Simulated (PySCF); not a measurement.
C3H5ClOSi.

```xyz
11

C     -2.7898     1.2636     0.5533
C     -2.0046     0.7441    -0.2094
C     -1.0247     0.0929    -1.0640
Si     0.3235    -0.7651    -0.0535
O      1.3431    -1.6322    -1.0320
Cl     1.3802     0.7154     0.9546
H     -3.4905     1.7309     1.2186
H     -0.5477     0.8205    -1.7447
H     -1.5015    -0.6754    -1.6995
H     -0.2487    -1.7211     0.9145
H      1.9651    -1.1512    -1.5907
```
Charge 0, spin multiplicity 1.

Geometry: B3LYP-D3(BJ)/def2-SVP. The structure was generated by enumeration; whether it is a known compound was not checked. Other conformers were not sampled.

All values below come from PySCF with B3LYP/pcSseg-1. Non-relativistic, no solvent.

Computed absolute GIAO shielding of each atom: isotropic value and principal components (ppm):
| atom | σ(iso) | σ11 | σ22 | σ33 | span |
|---|---|---|---|---|---|
| C1 | 105.9 | 28.5 | 31.7 | 257.5 | 229.1 |
| C2 | 101.9 | 4.3 | 9.0 | 292.3 | 288.0 |
| C3 | 165.7 | 152.3 | 166.1 | 178.7 | 26.5 |
| Si4 | 336.3 | 324.8 | 332.4 | 351.7 | 26.9 |
| O5 | 263.8 | 233.8 | 265.2 | 292.5 | 58.7 |
| Cl6 | 882.0 | 758.4 | 872.2 | 1015.3 | 257.0 |
| H7 | 29.7 | 24.4 | 24.7 | 39.9 | 15.5 |
| H8 | 29.7 | 26.0 | 28.6 | 34.6 | 8.6 |
| H9 | 29.5 | 24.3 | 28.8 | 35.6 | 11.3 |
| H10 | 26.3 | 23.5 | 23.7 | 31.9 | 8.4 |
| H11 | 29.6 | 22.6 | 25.4 | 40.8 | 18.2 |
